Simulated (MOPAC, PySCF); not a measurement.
[Zr(H)4], neutral singlet in the gas phase. 

Z-matrix (Å, degrees):
```
Zr
H 1 1.8537
H 1 1.8537 2 109.47
H 1 1.8537 2 109.47 3 120.00
H 1 1.8537 2 109.47 3 -120.00
```
Charge 0, spin multiplicity 1.

All levels are single points at this geometry (PBE-D3(BJ)/def2-SVP); Pople sets use spherical d functions. Orbital energies aren't observables, and empty levels follow the basis.

PM6 in MOPAC gives dipole (D) = 0.00.

### Question
Estimate the dipole (D) from each of these levels: B3LYP-D3(BJ)/def2-TZVP in PySCF; PBE-D3(BJ)/def2-TZVP in PySCF; TPSSh-D3(BJ)/def2-TZVP in PySCF; B3LYP/6-311+G** (LANL2DZ on Zr) in PySCF; B3LYP/6-31G* (LANL2DZ on Zr) in PySCF; B3LYP/LANL2DZ in PySCF; BP86/6-31G* (LANL2DZ on Zr) in PySCF; M06-2X/6-31G* (LANL2DZ on Zr) in PySCF; PBE/6-31G* (LANL2DZ on Zr) in PySCF; SVWN5/6-31G* (LANL2DZ on Zr) in PySCF; HF/6-31G* (LANL2DZ on Zr) in PySCF; PM7 in MOPAC.

### Answer

```json
[
 {"level": "B3LYP-D3(BJ)/def2-TZVP in PySCF", "dipole (D)": "0.00"},
 {"level": "PBE-D3(BJ)/def2-TZVP in PySCF", "dipole (D)": "0.00"},
 {"level": "TPSSh-D3(BJ)/def2-TZVP in PySCF", "dipole (D)": "0.00"},
 {"level": "B3LYP/6-311+G** (LANL2DZ on Zr) in PySCF", "dipole (D)": "0.00"},
 {"level": "B3LYP/6-31G* (LANL2DZ on Zr) in PySCF", "dipole (D)": "0.00"},
 {"level": "B3LYP/LANL2DZ in PySCF", "dipole (D)": "0.00"},
 {"level": "BP86/6-31G* (LANL2DZ on Zr) in PySCF", "dipole (D)": "0.00"},
 {"level": "M06-2X/6-31G* (LANL2DZ on Zr) in PySCF", "dipole (D)": "0.00"},
 {"level": "PBE/6-31G* (LANL2DZ on Zr) in PySCF", "dipole (D)": "0.00"},
 {"level": "SVWN5/6-31G* (LANL2DZ on Zr) in PySCF", "dipole (D)": "0.00"},
 {"level": "HF/6-31G* (LANL2DZ on Zr) in PySCF", "dipole (D)": "0.00"},
 {"level": "PM7 in MOPAC", "dipole (D)": "0.00"}
]
```
